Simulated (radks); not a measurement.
The germanium anion Ge4-, [Kr], held by a Watson sphere: a shell of charge +5.55 at radius R that stands for the Madelung well of a crystal (potential energy -5.55/R inside, -5.55/r outside, in hartree with lengths in bohr). Method: scalar-relativistic Kohn-Sham, PBEsol, spin-unpolarised, spherical densities, finite nucleus; Fermi nuclear charge, rms radius of each element as measured or else 0.836 A^(1/3) + 0.57 fm; computed with a radial shooting solver on a logarithmic mesh with Libxc functionals. Response by self-consistent Sternheimer equations with the Hartree and adiabatic LDA kernel, the relativistic mass of each level held fixed and spin-orbit coupling left out. The sphere does not respond.

R (bohr)  e(3d) (eV)  e(4s) (eV)  e(4p) (eV)  <r> 4p (bohr)  sum of <r^2> (bohr^2)  X-ray form factor at sin(theta)/lambda = 0.3 1/angstrom  alpha (bohr^3)
2.23         -43.353     -30.037     -21.328          2.328                  57.43                                                   21.648           22.21
2.46         -41.227     -28.040     -19.984          2.455                  62.26                                                   21.664           27.19
2.67         -39.725     -26.397     -18.825          2.572                  66.88                                                   21.708           32.65
2.8          -38.954     -25.463     -18.146          2.644                  69.83                                                   21.743           36.49
3.64         -35.713     -20.756     -14.470          3.109                  90.32                                                   21.963           72.41
3.84         -35.205     -19.915     -13.761          3.220                  95.56                                                   21.996           84.52
4            -34.841     -19.305     -13.233          3.309                  99.87                                                   22.015           95.46
5.14         -32.974     -16.224     -10.329          3.951                  133.9                                                   22.052           213.4
5.17         -32.938     -16.166     -10.269          3.969                  134.8                                                   22.052           217.6
